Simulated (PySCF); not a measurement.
CH₈FNOSi₂, SMILES C[SiH2]O[Si@@H](N)F. Geometry optimised at PBE0-D3(BJ)/def2-SVP. The structure was generated by enumeration; whether it is a known compound was not checked. The values are those of a single conformer.

Computed equilibrium geometry at PBE0-D3(BJ)/def2-SVP (PySCF confirms it by a frequency run) as Cartesian coordinates in Å (one conformer of several):
```xyz
14

C     -2.1769     0.5419    -0.5067
Si    -1.5019    -0.9363     0.4110
O      0.0955    -0.6715     0.8470
Si     1.3389     0.1593     0.1754
N      1.3905    -0.1754    -1.5035
F      1.0861     1.7588     0.2715
H     -2.0783     1.4534     0.1025
H     -3.2394     0.4032    -0.7605
H     -1.6091     0.6922    -1.4378
H     -1.5637    -2.1612    -0.4453
H     -2.2595    -1.1956     1.6691
H      2.5442    -0.1202     0.9875
H      1.8615     0.4563    -2.1410
H      1.4141    -1.1308    -1.8406
```
